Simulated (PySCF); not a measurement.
Can point charges reproduce the dipole moment of `CC(C)CP=C=C[SiH3]`?

Coordinates (GFN2-xTB, Å) and charges (e) from the PBE0/pcSseg-1 density (PySCF):

```json
{"atom": "C1", "x": "-2.252", "y": "1.189", "z": "-0.375", "Mulliken": "-0.2057", "IAO": "-0.4156", "Hirshfeld": "-0.1175", "ESP-fitted": "-0.6709"}
{"atom": "C2", "x": "-1.146", "y": "0.159", "z": "-0.149", "Mulliken": "-0.3990", "IAO": "-0.0812", "Hirshfeld": "-0.0206", "ESP-fitted": "+0.3934"}
{"atom": "C3", "x": "-1.284", "y": "-1.000", "z": "-1.131", "Mulliken": "-0.2172", "IAO": "-0.4185", "Hirshfeld": "-0.1231", "ESP-fitted": "-0.4072"}
{"atom": "C4", "x": "-1.193", "y": "-0.347", "z": "1.292", "Mulliken": "-0.3954", "IAO": "-0.4172", "Hirshfeld": "-0.1071", "ESP-fitted": "+0.0377"}
{"atom": "P5", "x": "0.228", "y": "-1.506", "z": "1.733", "Mulliken": "+0.3042", "IAO": "+0.3096", "Hirshfeld": "+0.0809", "ESP-fitted": "-0.1949"}
{"atom": "C6", "x": "1.478", "y": "-0.478", "z": "1.463", "Mulliken": "-0.2489", "IAO": "-0.2247", "Hirshfeld": "-0.0604", "ESP-fitted": "+0.0212"}
{"atom": "C7", "x": "2.517", "y": "0.231", "z": "1.151", "Mulliken": "-0.4454", "IAO": "-0.4563", "Hirshfeld": "-0.1475", "ESP-fitted": "-0.3497"}
{"atom": "Si8", "x": "3.272", "y": "0.290", "z": "-0.583", "Mulliken": "+0.5461", "IAO": "+0.6308", "Hirshfeld": "+0.3274", "ESP-fitted": "+0.4748"}
{"atom": "H9", "x": "-3.228", "y": "0.742", "z": "-0.196", "Mulliken": "+0.1035", "IAO": "+0.1337", "Hirshfeld": "+0.0378", "ESP-fitted": "+0.1418"}
{"atom": "H10", "x": "-2.225", "y": "1.555", "z": "-1.399", "Mulliken": "+0.1130", "IAO": "+0.1388", "Hirshfeld": "+0.0405", "ESP-fitted": "+0.1804"}
{"atom": "H11", "x": "-2.133", "y": "2.037", "z": "0.296", "Mulliken": "+0.1109", "IAO": "+0.1373", "Hirshfeld": "+0.0392", "ESP-fitted": "+0.1473"}
{"atom": "H12", "x": "-0.176", "y": "0.644", "z": "-0.315", "Mulliken": "+0.1570", "IAO": "+0.1254", "Hirshfeld": "+0.0271", "ESP-fitted": "-0.0239"}
{"atom": "H13", "x": "-1.215", "y": "-0.645", "z": "-2.157", "Mulliken": "+0.1131", "IAO": "+0.1386", "Hirshfeld": "+0.0401", "ESP-fitted": "+0.0965"}
{"atom": "H14", "x": "-0.494", "y": "-1.732", "z": "-0.966", "Mulliken": "+0.1290", "IAO": "+0.1387", "Hirshfeld": "+0.0267", "ESP-fitted": "+0.0996"}
{"atom": "H15", "x": "-2.245", "y": "-1.496", "z": "-1.001", "Mulliken": "+0.1029", "IAO": "+0.1325", "Hirshfeld": "+0.0370", "ESP-fitted": "+0.1021"}
{"atom": "H16", "x": "-2.120", "y": "-0.903", "z": "1.462", "Mulliken": "+0.1415", "IAO": "+0.1414", "Hirshfeld": "+0.0371", "ESP-fitted": "+0.0611"}
{"atom": "H17", "x": "-1.173", "y": "0.491", "z": "1.994", "Mulliken": "+0.1550", "IAO": "+0.1485", "Hirshfeld": "+0.0381", "ESP-fitted": "+0.0184"}
{"atom": "H18", "x": "2.988", "y": "0.865", "z": "1.895", "Mulliken": "+0.1680", "IAO": "+0.1795", "Hirshfeld": "+0.0594", "ESP-fitted": "+0.1810"}
{"atom": "H19", "x": "2.485", "y": "-0.544", "z": "-1.489", "Mulliken": "-0.0785", "IAO": "-0.1092", "Hirshfeld": "-0.0681", "ESP-fitted": "-0.0938"}
{"atom": "H20", "x": "4.656", "y": "-0.182", "z": "-0.501", "Mulliken": "-0.0758", "IAO": "-0.1143", "Hirshfeld": "-0.0722", "ESP-fitted": "-0.1019"}
{"atom": "H21", "x": "3.250", "y": "1.688", "z": "-1.025", "Mulliken": "-0.0782", "IAO": "-0.1179", "Hirshfeld": "-0.0748", "ESP-fitted": "-0.1129"}
```

**Question.** Compute μ = Σ q r for each scheme (1 e·Å = 4.803 D) and compare with the dipole of the full density.

**Answer.** The full density gives (-0.26, 1.37, -0.70) D, 1.56 D in size; dipole vectors point from the negative to the positive end.

```tsv
scheme	μx	μy	μz	size (D)	share of the full size (%)	angle to the full dipole (°)
Mulliken	-0.12	-0.43	-1.89	1.94	125	76
IAO	0.02	-0.46	-0.88	1.00	64	91
Hirshfeld	0.30	0.03	-0.07	0.31	20	89
ESP-fitted	-0.25	1.30	-0.69	1.50	96	1
```

**Question.** Which set comes closest?

**Answer.** Length of the difference vector: ESP-fitted 0.06 D, Hirshfeld 1.58 D, IAO 1.86 D, Mulliken 2.17 D. Closest: ESP-fitted. 

**Question.** What is left for the Hirshfeld atoms' own dipoles?

**Answer.** The Hirshfeld atoms' densities add up to the full density, so μ = Σ q r + Σ (atomic dipoles). The atomic dipoles sum to (-0.26, 1.37, -0.70) − (0.30, 0.03, -0.07) = (-0.56, 1.34, -0.63) D, 1.58 D in size.

**Question.** With the origin at the mean of the coordinates, (0.000, 0.050, 0.000) Å, which are the largest single terms, by size, of the ESP-fitted dipole along the direction of the full one?

**Answer.** C1 -4.98, P5 +2.04, H10 +2.01, H11 +1.39, C7 +1.31 D; all 21 atoms together +1.50 D. The single terms depend on the origin, their sum doesn't.

**Question.** Give the size of the full dipole in other units.

**Answer.** 1.56 D = 0.612 au = 0.324 e·Å = 5.19 × 10⁻³⁰ C·m.

Isolated species at its GFN2-xTB geometry (one conformer only).

These values come from a run that also computed NMR shieldings. Time: 43 s wall (grids of density and orbitals included); peak memory 0.92 GiB. Hardware: one thread, Arm Neoverse V2 (aarch64), shared host.

The values belong to the conformer `[CH3:1][CH:2]([CH3:3])[CH2:4][P:5]=[C:6]=[CH:7][SiH3:8]`: C1–C2–C4–P5 -175°, C2–C4–P5–C6 60°.
